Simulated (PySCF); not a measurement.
# Stationary points of GeF4

Method: PBE0 in PySCF with Ge def2-SVP, F def2-SVP; no relativity; density-fitted integrals.

Relaxations began from a few typed shapes. The search is not exhaustive: other isomers or separated fragments can lie lower, and high-lying points may rest on an excited occupation.

Question: Which is the lowest minimum found?
A. singlet D4h: Ge–F 1.724 Å (×4); F–Ge–F 90.0° (×4), F–Ge–F 180.0° (×2)
B. singlet Td: Ge–F 1.698 Å (×4); F–Ge–F 109.5° (×6)
C. singlet Td: Ge–F 1.698 Å (×4); F–Ge–F 109.5° (×6)

Answer: C. The others lie at 0.2 (singlet Td), 190.2 (singlet D4h, a saddle point) kJ/mol above it.

Counting electrons, germanium keeps none of its valence electrons outside its bonds, so the VSEPR class is AX4 and the expected shape is tetrahedral (Td), as computed.
